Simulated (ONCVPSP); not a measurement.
# B: one change to an ONCV potential, before and after

- Element: boron (B)
- Generator: ONCVPSP 4.0.1
- Type: optimised norm-conserving Vanderbilt (ONCV)
- Functional: BLYP
- Relativity: scalar-relativistic
- Frozen core: [He]
- Valence charge: 3
- Reference configuration: 2s2 2p1
- Partial waves: 2s: rc 1.20 bohr, ncon 4, nbas 9, qcut 4.4 1/bohr, 2 projectors, debl 3.9 Ha; 2p: rc 3.35 bohr, ncon 5, nbas 9, qcut 4.9 1/bohr, 2 projectors, debl 2.9 Ha
- Local potential: polynomial inside 1.05 bohr (lpopt 5, dvloc0 3 Ha)
- Core correction: none

All-electron outer shells of the reference configuration (BLYP, scalar-relativistic, ld1.x):

```csv
shell,level (eV),outermost node (bohr),outermost maximum (bohr)
1s,-181.06,–,0.21
2s,-9.30,0.46,1.50
2p,-3.54,–,1.55
```

Change: p: rc 3.98.

Cutoffs: the cutoffs (Ha) at which the residual kinetic energy of the hardest occupied pseudo-wave falls to 1 and 0.1 mHa per electron; they do not see the model core or the augmentation charge, which bear on the density cutoff. Errors are all-electron minus pseudo energies relative to the spin-unpolarised reference configuration.

Predict the effect on cutoff, ghosts and configuration errors.

The potential gets neither clearly harder nor softer (12 Ha and 89 Ha → 12 Ha and 89 Ha); the s channel sets the loose cutoff, while the largest relative change is in p, which becomes softer; of the 4 tests that both files solve, the error grows in 4 and shrinks in 0 by more than 15 % and 0.3 meV (median size 54.5 → 93.2 meV); neither file shows a bound ghost. More of the atom is replaced by a form fitted at one configuration, so other configurations suffer.

| quantity | base | changed |
| --- | --- | --- |
| cutoff, loose | 12 Ha | 12 Ha |
| cutoff, tight | 89 Ha | 89 Ha |
| loose cutoff by channel | s 12 Ha, p 6.7 Ha | s 12 Ha, p 5.5 Ha |
| bound ghosts | none | none |
| GHOST(+) flags under 300 eV | none | none |
| error for 2s2 2p0, meV [ΔE 8.17 eV] | +95 | +156 |
| error for 2s1 2p0, meV [ΔE 33.52 eV] | +321 | +479 |
| error for 2s2 2p0.5, meV [ΔE 2.86 eV] | +14 | +30 |
| error for 2s1 2p2, meV [ΔE 5.78 eV] | -14 | -22 |
| s: phases at 1.22 bohr within 0.05 rad from the reference energy up to (Ha; the scan ends near 5) | to the end of the scan | to the end of the scan |
